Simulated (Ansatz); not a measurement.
A run on AlFH₅NOSi, SMILES `[NH2][Al]([F])[O][SiH3]` with other settings.

```yaml
crystal:
  periodic: [false, false, false]
  atoms:
    - {symbol: N, position_ang: [-1.410504, 0.663150, -1.847219]}
    - {symbol: Al, position_ang: [-0.215043, -0.247310, -0.821323]}
    - {symbol: F, position_ang: [0.312235, -1.966581, -2.016080]}
    - {symbol: O, position_ang: [0.113416, -0.211702, 0.463398]}
    - {symbol: Si, position_ang: [1.280606, 0.002288, 1.753511]}
    - {symbol: H, position_ang: [-2.277646, 1.092393, -1.310345]}
    - {symbol: H, position_ang: [-1.890454, 0.170414, -2.708381]}
    - {symbol: H, position_ang: [0.815985, 1.508128, 2.275606]}
    - {symbol: H, position_ang: [0.692944, -1.090060, 2.759270]}
    - {symbol: H, position_ang: [2.699199, -0.165315, 1.775372]}
basis:
  gaussian: {orbitals: def2-mTZVP, fitting: {mean_field: def2-universal-jkfit}, final_grid: {core_spheres: 5, valence_spheres: 4, degree: 11}}
total_charge: 1
magnetization: {spin_polarized: true, initial_magnetization: 1}
hamiltonian: {xc: {name: wB97X}, pseudopotentials: {relativity: scalar}}
output: {forces: true}
```

```sh
$ ansatz run in.yaml --threads 4 --pin off --events-out ev --progress --plain --max-ram 10444MiB
```

Shortened log:

```
Functional definition: wB97X
577 factors; integrals over basis functions are off by at most 1.6e0 eV
577 factors; integrals over basis functions are off by at most 6.9e-6 eV
mean field evaluation 1: about -20804.9289 eV, gradient 8.2e1 eV
mean field evaluation 2: about -20608.7604 eV, gradient 1.7e2 eV
mean field evaluation 4: about -20825.0665 eV, gradient 2.0e1 eV
mean field evaluation 8: about -20828.4496 eV, gradient 7.5e0 eV
mean field evaluation 16: about -20829.7410 eV, gradient 1.2e-1 eV
mean field -20829.74125767 eV, -765.4788723136 hartree, gradient 3.2e-5 eV, S^2 0.756379; 4 other end points of the search recorded, 0 dependent functions left out
reference -20829.74121451 eV, -765.4788707275 hartree; 28, 27 occupied and 93, 94 virtual orbitals, 577 factors
Total energy: -20829.74121451 eV, -765.4788707275 hartree
Relativity: scalar
Atom 0 at    -1.410504     0.663150    -1.847219 Å, force    -5.325317    -0.427899    -1.021012 eV/Å
Atom 1 at    -0.215043    -0.247310    -0.821323 Å, force    -4.141002    -6.008365   -27.876556 eV/Å
Atom 2 at     0.312235    -1.966581    -2.016080 Å, force    -1.422259     4.002341     2.314369 eV/Å
Atom 3 at     0.113416    -0.211702     0.463398 Å, force     8.623568     1.629771    25.917877 eV/Å
Atom 4 at     1.280606     0.002288     1.753511 Å, force    -4.111943     0.738022     3.687266 eV/Å
Atom 5 at    -2.277646     1.092393    -1.310345 Å, force     2.169711    -0.373368    -1.268477 eV/Å
Atom 6 at    -1.890454     0.170414    -2.708381 Å, force     1.610182     1.362038     1.387911 eV/Å
Atom 7 at     0.815985     1.508128     2.275606 Å, force     0.930445    -2.128764    -0.907497 eV/Å
Atom 8 at     0.692944    -1.090060     2.759270 Å, force     0.790921     1.283039    -1.110331 eV/Å
Atom 9 at     2.699199    -0.165315     1.775372 Å, force     0.875694    -0.076813    -1.123550 eV/Å
Dipole moment:    -1.119931     1.313795    -0.539735 e Å
```

Hardware: 4 threads of an Arm Neoverse V1 on a shared host. Wall time 4.9 s, peak host memory 0.44 GiB.
